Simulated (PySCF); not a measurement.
PySCF input file for Si(H)2(F)(vinyl) (C2H5FSi), SMILES C=C[SiH2]F, B3LYP-D3(BJ)/def2-SVP. Geometry: B3LYP-D3(BJ)/def2-SVP. The values are those of a single conformer.

```python
import numpy as np
from pyscf import gto, scf, dft, df
from pyscf.hessian import thermo

mol = gto.M(
    atom='''
    Si   -0.51332107   -0.75431261   -0.00000000
    F     1.06548208   -1.17266851    0.00000000
    C    -0.59404128    1.10409426   -0.00000000
    C     0.50921895    1.86505797    0.00000000
    H    -1.14548091   -1.33769396   -1.21517707
    H    -1.14548090   -1.33769396    1.21517708
    H    -1.57604243    1.59685330    0.00000000
    H     0.46383275    2.95982472    0.00000000
    H     1.50926169    1.41818957   -0.00000000
    ''',
    basis='def2-SVP',
    charge=0,
    spin=0,
    max_memory=1600,
    verbose=3,
)
mf = dft.RKS(mol, xc='b3lyp').density_fit(auxbasis='def2-universal-jkfit')
mf.disp = 'd3bj'
mf.grids.level = 3
mf.conv_tol = 1e-11
mf.max_cycle = 100
mf.kernel()

# [left out here: the lines that compute and print the analytic Hessian (its translational invariance restored by hand, since the grid's response is missing), thermochemistry and intensities]
```

Log of the run:

```
converged SCF energy = -468.38984860328

WARN: DFTD3 does not support analytical Hessian, using finite difference


WARN: Mole.unit (angstrom) is changed to Bohr

Mode                                 0                   1                   2
Irrep
Freq [cm^-1]                      117.9744            166.1875            412.6556
Reduced mass [au]                   1.9562              4.6204              1.1372
Force const [Dyne/A]                0.0160              0.0752              0.1141
Char temp [K]                     169.7389            239.1068            593.7195
Normal mode                   x     y     z       x     y     z       x     y     z
       0  Si                -0.00 -0.00  0.05    0.03  0.01  0.00    0.00  0.00 -0.02
       1   F                 0.00  0.00 -0.07   -0.01 -0.15 -0.00    0.00 -0.00  0.02
       2   C                -0.00 -0.00 -0.14    0.03  0.02 -0.00   -0.00  0.00 -0.09
       3   C                 0.00 -0.00  0.10   -0.06  0.15  0.00   -0.00 -0.00  0.03
       4   H                -0.14 -0.12  0.18   -0.02  0.07 -0.00   -0.06 -0.34  0.18
       5   H                 0.14  0.12  0.18   -0.02  0.07  0.00    0.06  0.34  0.18
       6   H                 0.00  0.00 -0.43   -0.02 -0.08 -0.00   -0.00  0.00  0.39
       7   H                 0.00 -0.00  0.01   -0.21  0.15 -0.00    0.00 -0.00  0.54
       8   H                 0.00 -0.00  0.39   -0.00  0.29  0.00   -0.00 -0.00 -0.35
Mode                                 3                   4                   5
Irrep
Freq [cm^-1]                      413.7780            665.6259            696.3636
Reduced mass [au]                   4.3964              3.4116              1.5068
Force const [Dyne/A]                0.4435              0.8906              0.4305
Char temp [K]                     595.3344            957.6874           1001.9122
Normal mode                   x     y     z       x     y     z       x     y     z
       0  Si                 0.06  0.08  0.00    0.02  0.09  0.00    0.00  0.00 -0.08
       1   F                 0.02 -0.08 -0.00   -0.03  0.02 -0.00   -0.00  0.00  0.05
       2   C                -0.14  0.05  0.00    0.07 -0.17 -0.00    0.00 -0.00  0.10
       3   C                -0.04 -0.10 -0.00   -0.03 -0.07  0.00   -0.00 -0.00 -0.01
       4   H                 0.08  0.07 -0.01   -0.07  0.19 -0.00   -0.41 -0.21  0.24
       5   H                 0.08  0.07  0.01   -0.07  0.19  0.00    0.41  0.21  0.24
       6   H                -0.12  0.07 -0.00    0.01 -0.29  0.00    0.00 -0.00 -0.11
       7   H                 0.17 -0.09 -0.00   -0.24 -0.08  0.00   -0.00 -0.00 -0.26
       8   H                -0.12 -0.29  0.00    0.04  0.10 -0.00    0.00  0.00  0.13
Mode                                 6                   7                   8
Irrep
Freq [cm^-1]                      733.6562            854.1622            930.2411
Reduced mass [au]                   1.1021              2.9880              1.4658
Force const [Dyne/A]                0.3495              1.2844              0.7473
Char temp [K]                    1055.5680           1228.9493           1338.4098
Normal mode                   x     y     z       x     y     z       x     y     z
       0  Si                 0.00  0.00  0.00    0.08 -0.01  0.00   -0.06  0.06  0.00
       1   F                 0.00 -0.00  0.04   -0.16  0.03 -0.00    0.06 -0.03 -0.00
       2   C                 0.00 -0.00 -0.07   -0.00  0.00 -0.00    0.00 -0.02 -0.00
       3   C                -0.00 -0.00  0.00    0.01  0.00 -0.00    0.02 -0.04 -0.00
       4   H                -0.43  0.48 -0.01    0.32 -0.22 -0.03    0.24 -0.42  0.07
       5   H                 0.43 -0.48 -0.01    0.32 -0.22  0.03    0.24 -0.42 -0.07
       6   H                -0.00 -0.00  0.08    0.02  0.03  0.00    0.11  0.18  0.00
       7   H                -0.00 -0.00  0.21   -0.01  0.00  0.00   -0.30 -0.05  0.00
       8   H                -0.00  0.00 -0.14    0.02  0.03 -0.00    0.13  0.22 -0.00
Mode                                 9                  10                  11
Irrep
Freq [cm^-1]                      972.7992           1000.8497           1021.3185
Reduced mass [au]                   1.0712              1.3513              1.2779
Force const [Dyne/A]                0.5973              0.7975              0.7854
Char temp [K]                    1399.6414           1439.9999           1469.4499
Normal mode                   x     y     z       x     y     z       x     y     z
       0  Si                 0.03  0.02 -0.00    0.00  0.00  0.00    0.05 -0.02 -0.00
       1   F                -0.01  0.00 -0.00   -0.00 -0.00  0.00   -0.02  0.01  0.00
       2   C                 0.01 -0.00  0.00   -0.00  0.00 -0.05   -0.05  0.04  0.00
       3   C                -0.00  0.03  0.00    0.00 -0.00  0.14    0.02 -0.08  0.00
       4   H                -0.37 -0.36  0.38    0.00 -0.00 -0.00   -0.28  0.09  0.11
       5   H                -0.37 -0.36 -0.38   -0.00  0.00 -0.00   -0.28  0.09 -0.11
       6   H                -0.09 -0.20 -0.00    0.00  0.00  0.04    0.17  0.48 -0.00
       7   H                 0.16  0.03 -0.00   -0.00 -0.00 -0.60   -0.41 -0.09  0.00
       8   H                -0.07 -0.12  0.00    0.00  0.00 -0.59    0.19  0.32  0.00
Mode                                12                  13                  14
Irrep
Freq [cm^-1]                     1038.3015           1275.1224           1418.3717
Reduced mass [au]                   1.0759              1.3636              1.1921
Force const [Dyne/A]                0.6834              1.3063              1.4130
Char temp [K]                    1493.8846           1834.6172           2040.7211
Normal mode                   x     y     z       x     y     z       x     y     z
       0  Si                -0.00  0.00  0.00   -0.00 -0.01  0.00    0.00 -0.01  0.00
       1   F                 0.00 -0.00 -0.00   -0.00  0.00 -0.00   -0.00  0.00 -0.00
       2   C                 0.00 -0.00  0.08   -0.07  0.08  0.00    0.08  0.09  0.00
       3   C                -0.00  0.00 -0.01    0.10 -0.04 -0.00    0.00 -0.01 -0.00
       4   H                 0.01 -0.01 -0.00    0.01  0.01 -0.03    0.00 -0.00 -0.00
       5   H                -0.01  0.01 -0.00    0.01  0.01  0.03    0.00 -0.00  0.00
       6   H                -0.00 -0.00 -0.74   -0.41 -0.59  0.00   -0.02 -0.12  0.00
       7   H                 0.00  0.00  0.36   -0.17 -0.04 -0.00   -0.66 -0.06 -0.00
       8   H                -0.00 -0.00 -0.50    0.26  0.30 -0.00   -0.26 -0.56 -0.00
Mode                                15                  16                  17
Irrep
Freq [cm^-1]                     1666.9821           2234.3686           2238.2099
Reduced mass [au]                   4.5483              1.0524              1.0296
Force const [Dyne/A]                7.4467              3.0956              3.0390
Char temp [K]                    2398.4162           3214.7589           3220.2857
Normal mode                   x     y     z       x     y     z       x     y     z
       0  Si                -0.00 -0.01  0.00   -0.00 -0.00 -0.04   -0.02 -0.02  0.00
       1   F                 0.00  0.00 -0.00   -0.00 -0.00 -0.00   -0.00 -0.00  0.00
       2   C                 0.14  0.13  0.00    0.00  0.00 -0.00    0.00  0.00 -0.00
       3   C                -0.15 -0.11 -0.00    0.00 -0.00 -0.00    0.00 -0.00 -0.00
       4   H                 0.01 -0.02 -0.00    0.29  0.28  0.56    0.29  0.26  0.58
       5   H                 0.01 -0.02  0.00   -0.29 -0.28  0.56    0.29  0.26 -0.58
       6   H                 0.04 -0.12  0.00   -0.00 -0.00 -0.00   -0.01 -0.01 -0.00
       7   H                 0.21 -0.12 -0.00   -0.00  0.00  0.00   -0.00  0.00 -0.00
       8   H                -0.00  0.27 -0.00    0.00  0.00 -0.00    0.00  0.00  0.00
Mode                                18                  19                  20
Irrep
Freq [cm^-1]                     3116.7190           3128.9890           3213.8046
Reduced mass [au]                   1.0623              1.0875              1.1173
Force const [Dyne/A]                6.0796              6.2732              6.7992
Char temp [K]                    4484.2648           4501.9185           4623.9493
Normal mode                   x     y     z       x     y     z       x     y     z
       0  Si                -0.00 -0.00 -0.00    0.00  0.00  0.00    0.00  0.00  0.00
       1   F                 0.00 -0.00  0.00   -0.00  0.00 -0.00   -0.00 -0.00 -0.00
       2   C                -0.04  0.02 -0.00    0.06 -0.03  0.00    0.01 -0.00  0.00
       3   C                -0.04 -0.04  0.00   -0.04 -0.02 -0.00    0.05 -0.08  0.00
       4   H                 0.00  0.00  0.00   -0.00 -0.00 -0.00   -0.00  0.00 -0.00
       5   H                 0.00  0.00 -0.00   -0.00 -0.00  0.00   -0.00  0.00  0.00
       6   H                 0.49 -0.25 -0.00   -0.69  0.35  0.00   -0.08  0.04  0.00
       7   H                -0.04  0.62  0.00   -0.02  0.36 -0.00   -0.03  0.63  0.00
       8   H                 0.46 -0.22  0.00    0.39 -0.18 -0.00   -0.63  0.28  0.00
temperature 298.1500 [K]
pressure 101325.00 [Pa]
Rotational constants [GHz] 10.87025 4.25996 3.17503
Symmetry number 1
Zero-point energy (ZPE) 0.06223 [Eh]   163388.838 [J/mol]
                           tot       elec      trans        rot        vib
Entropy [J/mol/K]       306.183      0.000    162.781    105.415     37.987
Cv [J/mol/K]             75.206      0.000     12.472     12.472     50.262
Cp [J/mol/K]             83.520      0.000     20.786     12.472     50.262
Internal energy [J/mol]                      3718.434   3718.434 170028.311
Internal energy [Eh]   -468.32226  -468.38985
Enthalpy [J/mol]                             6197.391   3718.434 170028.311
Enthalpy [Eh]          -468.32131
Gibbs free energy [J/mol]                  -42335.831 -27711.070 158702.458
Gibbs free energy [Eh] -468.35608
mode   freq/cm-1   IR/(km/mol)
   1      117.97         0.400
   2      166.19         2.322
   3      412.66         0.013
   4      413.78        17.772
   5      665.63        11.218
   6      696.36       122.169
   7      733.66         1.622
   8      854.16        23.175
   9      930.24       251.599
  10      972.80       125.266
  11     1000.85        23.843
  12     1021.32        67.740
  13     1038.30        13.708
  14     1275.12         0.718
  15     1418.37        14.874
  16     1666.98         9.164
  17     2234.37       155.282
  18     2238.21       115.767
  19     3116.72        10.145
  20     3128.99         4.718
  21     3213.80         5.074
max |gradient| / (hartree/bohr): 5.437076471151442e-05
APT charges: [ 1.5097 -0.6077 -0.3871 -0.0127 -0.2989 -0.2989  0.0212  0.0332  0.0413]
```

The calculation finished and met its thresholds.
